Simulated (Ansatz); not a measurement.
Basis-set extrapolation for C2H8O2Si (`OCOC[SiH3]`) (PBE0-D4/def2-TZVP geometry, frozen core, Ansatz 0.2.0). Multiplicity 1, RHF reference.

```tsv
	def2-TZVPP	def2-QZVPP
HF	-519.131517	-519.151435
MP2 correlation	-0.952097	-1.022321
CCSD(T) correlation	-1.035450	not run
```

Energies in hartree. Use E(X) = E(∞) + A·exp(−7.88·√X) for Hartree–Fock and E(X) = E(∞) + B·X^(−2.97) for correlation, with X = 3 and 4, and add CCSD(T) minus MP2 of the smaller set to the MP2 limit.

**Question.** What is the CCSD(T) energy at the basis-set limit?

**Answer.** HF limit: -519.151435 + (-0.019918) × 0.13774 = -519.15418. MP2 limit: -1.022321 + (-0.070224) × 0.74074 = -1.07434. Higher-order term: -1.035450 − (-0.952097) = -0.08335. Total: -520.31187 hartree, 3.94 eV below CCSD(T)/def2-TZVPP.
